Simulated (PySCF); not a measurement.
PW91 on In⁻ (indium, charge -1), [Kr] 4d10 5s2 5p2, high-spin 3P determinant. Computed with PySCF 2.14 in aug-cc-pVQZ-PP with ECP28MDF, with scalar relativity through the core potential.

```
cycle= 1 E= -190.218949311658  delta_E= -0.014  |g|= 0.0654  |ddm|= 1.13
cycle= 2 E= -190.219007200682  delta_E= -5.79e-05  |g|= 0.0607  |ddm|= 0.279
cycle= 3 E= -190.220159151923  delta_E= -0.00115  |g|= 0.00157  |ddm|= 0.177
cycle= 4 E= -190.22014691207  delta_E= 1.22e-05  |g|= 0.00313  |ddm|= 0.0381
cycle= 5 E= -190.22016806084  delta_E= -2.11e-05  |g|= 0.000102  |ddm|= 0.0257
cycle= 6 E= -190.22016809538  delta_E= -3.45e-08  |g|= 1.92e-05  |ddm|= 0.00241
cycle= 7 E= -190.220168096381  delta_E= -1e-09  |g|= 1.09e-06  |ddm|= 0.000349
cycle= 8 E= -190.220168096385  delta_E= -4.12e-12  |g|= 1.17e-07  |ddm|= 1.22e-05
converged SCF energy = -190.220168096385  <S^2> = 2.0016081  2S+1 = 3.0010719
```

Highest occupied orbital energy: 1.124 eV; ⟨L²⟩ = 2.01; populations by l: s 4.00, p 8.00, d 10.00, f 0.00.

(1) Can this result be used?

## Answers

(1) With care. The run converged. Energies and moments cover only the electrons outside the core potential. At PW91 the highest occupied level has a positive energy, so only the finite basis holds that electron; in a semilocal or global hybrid functional this comes from self-interaction and does not mean that the real anion is unbound.
